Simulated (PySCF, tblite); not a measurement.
Species: C5H10OSSi2.
Geometry (GFN2-xTB, Å), atoms numbered from 1 in this order:
```
atom  x, y, z in Å
C1     4.4250   -1.3107    1.9350
C2     3.6393   -0.9527    1.0976
Si3    2.4172   -0.3936   -0.1614
S4     0.4771   -0.9339    0.6461
Si5   -0.8604    0.4484   -0.3053
C6    -0.6591    0.4136   -2.1935
C7    -2.6148   -0.1651    0.1536
C8    -2.7986    0.0739    1.5995
O9    -3.2834    1.0636    2.0811
H10    5.1132   -1.6269    2.6656
H11    2.5846   -1.1111   -1.4214
H12    2.4496    1.0568   -0.3249
H13   -0.6174    1.7879    0.2279
H14    0.3510    0.6950   -2.4758
H15   -0.8507   -0.5774   -2.5966
H16   -1.3410    1.1062   -2.6764
H17   -2.7036   -1.2233   -0.0797
H18   -3.3398    0.4085   -0.4196
H19   -2.3980   -0.7348    2.2409
```

Computed with PBE0/pcSseg-1 in PySCF (dipole) on a GFN2-xTB geometry, gas phase.

Take the most abundant isotopes and a rigid rotor. The values belong to one conformer with, in the numbering `[CH:1]#[C:2][SiH2:3][S:4][Si@@H:5]([CH3:6])[CH2:7][CH:8]=[O:9]`, C2–Si3–S4–Si5 155°, Si3–S4–Si5–C6 53°, S4–Si5–C7–C8 69°, Si5–C7–C8–O9 92°.

(1) Give the principal moments of inertia and the rotational constants in GHz.

(2) What kind of rotor is it?

(3) Is it planar, by Δ = Ic − Ia − Ib?

(4) Predict some low-J microwave lines.

(5) Estimate the classical rotational partition function at 10 K, 25 K and 500 K.

## Answers

(1) Ia = 287.51, Ib = 1091.60, Ic = 1299.05 u·Å²; 505379 MHz·u·Å²/I gives 1758, 463.0 and 389.0 MHz, that is A = 1.7578, B = 0.4630, C = 0.3890 GHz.

(2) An asymmetric top; Ray's κ = -0.892.

(3) Not planar: Δ = Ic − Ia − Ib = -80.06 u·Å². For a rigid frame Δ = −2 Σ m c², so Σ m c² = 40.03 u·Å² lies off the ab plane: 11.11 from hydrogen and 28.92 from heavier atoms. The atom farthest from that plane is 1.72 Å away.

(4) The dipole components are |μa| = 2.21 D, |μb| = 2.81 D, |μc| = 1.03 D. Intensities carry the squares of the components, which stand as 0.62 : 1.00 : 0.14 (a : b : c). Some lines, for components of 0.1 D or more:

| type | branch | J(Ka,Kc) | MHz | lower level (cm⁻¹) |
| --- | --- | --- | --- | --- |
| c | Q | 1(1,1) ← 1(0,1) | 1295 | 0.028 |
| a | R | 2(1,2) ← 1(1,1) | 1630 | 0.072 |
| a | R | 2(0,2) ← 1(0,1) | 1701 | 0.028 |
| b | Q | 4(1,3) ← 4(0,4) | 1739 | 0.283 |
| c | R | 1(1,0) ← 0(0,0) | 2221 | 0.000 |
| b | R | 4(0,4) ← 3(1,3) | 2254 | 0.207 |
| a | R | 3(2,1) ← 2(2,0) | 2568 | 0.263 |
| a | R | 3(1,2) ← 2(1,1) | 2665 | 0.133 |
| b | R | 2(1,2) ← 1(0,1) | 2925 | 0.028 |
| a | R | 4(2,2) ← 3(2,1) | 3436 | 0.349 |
| c | Q | 4(2,3) ← 4(1,3) | 3632 | 0.341 |
| b | Q | 2(2,0) ← 2(1,1) | 3887 | 0.133 |
| c | R | 4(1,3) ← 3(0,3) | 5116 | 0.170 |
| b | R | 2(2,0) ← 1(1,1) | 5739 | 0.072 |
| b | R | 4(2,3) ← 3(1,2) | 7181 | 0.222 |
| c | R | 4(2,2) ← 3(1,2) | 7227 | 0.222 |
| b | R | 3(3,1) ← 2(2,0) | 9214 | 0.263 |
| b | R | 3(3,0) ← 2(2,1) | 9217 | 0.263 |
| c | R | 4(3,2) ← 3(2,2) | 10075 | 0.348 |

(5) Point group C1, symmetry number σ = 1; q = (√π/σ)·√((kT/h)³/(ABC)), k/h = 20836.6 MHz/K: 9470 at 10 K, 37500 at 25 K, 3350000 at 500 K.

Its GFN2-xTB frequencies are all real (lowest 17 cm⁻¹). These are rigid-rotor constants of the computed structure; measured ground-state constants (B0) also hold zero-point vibration. A rigid rotor knows nothing of internal rotation, which can split or shift real lines.

On an Arm Neoverse N1 with one thread, shared host with 64 logical CPUs at a one-minute load of 56, this took 95 s (with the writing of density and orbital grids) and 1.1 GiB of memory at its peak. This is the PBE0/pcSseg-1 job that gave the dipole, with the shieldings it also computed.
